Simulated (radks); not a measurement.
The numbers below are computed, except where a source is named.
Neutral copper, configuration [Ar] 3d10 4s0.5 4p0.5 (fractional occupations, a model configuration). Level of theory: scalar-relativistic Kohn-Sham, LDA (Slater exchange, Perdew-Wang correlation), spin-unpolarised, spherical densities, finite nucleus; Fermi nuclear charge, rms radius 3.8823 fm (a radial shooting solver on a logarithmic mesh with Libxc functionals). Some entries of the table are withheld. Estimate them.

orbital,occ.,eigenvalue (hartree),<r> (bohr)
1s,2,(1),0.05221
2s,2,-39.00691,0.2357
2p,6,-33.71675,0.2066
3s,2,(2),(3)
3p,6,-2.68876,(4)
3d,10,-0.23677,1.038
4s,0.5,-0.20797,2.839
4p,0.5,(5),4.678

Answer. 
(1) 1s eigenvalue (hartree): -324.6581
(2) 3s eigenvalue (hartree): -4.23626
(3) 3s <r> (bohr): 0.7135
(4) 3p <r> (bohr): 0.7505
(5) 4p eigenvalue (hartree): -0.05167
